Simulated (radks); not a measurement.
Numerical settings for the rhodium ion Rh+, [Kr] 4d8. Method: Dirac Kohn-Sham, PBE, spin-unpolarised, spherical densities, point nucleus; open shells fill j = l - 1/2 first; computed with a radial shooting solver on a logarithmic mesh with Libxc functionals. The defaults (mesh step 0.008 in ln r, mesh end at 40 bohr or more with all orbitals vanishing there, Anderson mixing 0.5 over 9 steps, residual threshold near 1e-9 with the energy settled to 1e-9 hartree or 1e-11 of itself, here a cap of 92 iterations) give E = -4784.7638 hartree and 4d5/2 at -13.390 eV in 14 iterations. Run on one thread of a shared host, so times are rough (Arm Neoverse V2): 0.11 s of CPU time, 0.11 s wall, 14 iterations on 2546 mesh points. Changes against that run (0 stands for a change within the tolerance of the run):

| setting | iterations | converged | E (mhartree) | e(4d5/2) (meV) | CPU (s) |
|---|---|---|---|---|---|
| mesh step in ln r 0.012 | 14 | yes | 0 | 0 | 0.08 |
| mesh step in ln r 0.03 | 14 | yes | +0.000667 | 0 | 0.04 |
| mesh step in ln r 0.05 | 14 | yes | +0.0341 | -0.00662 | 0.02 |
| mesh end (bohr) 3 | 13 | yes | +730 | +9.41e+03 | 0.09 |
| mesh end (bohr) 12 | 14 | yes | 0 | +0.00914 | 0.11 |
| residual threshold 0.001 | 9 | yes | 0 | -1.57 | 0.08 |
| residual threshold 0.01 | 9 | yes | 0 | -1.57 | 0.08 |
| mixing 0.2 | 16 | yes | 0 | 0 | 0.12 |
| linear mixing, mixing 1 | 92 | no | +3.9e+04 | +1.18e+04 | 2 |
| linear mixing, mixing 0.8 | 92 | no | +1.83e+03 | +7.14e+03 | 1 |
| mixing history 3 | 17 | yes | 0 | 0 | 0.12 |
| iteration cap 5 | 5 | no | +0.0202 | +51.6 | 0.05 |

Settings that end as converged yet miss the energy by more than 1 mhartree: mesh end (bohr) 3 (+0.73 hartree). A mesh that ends early acts as a hard wall.
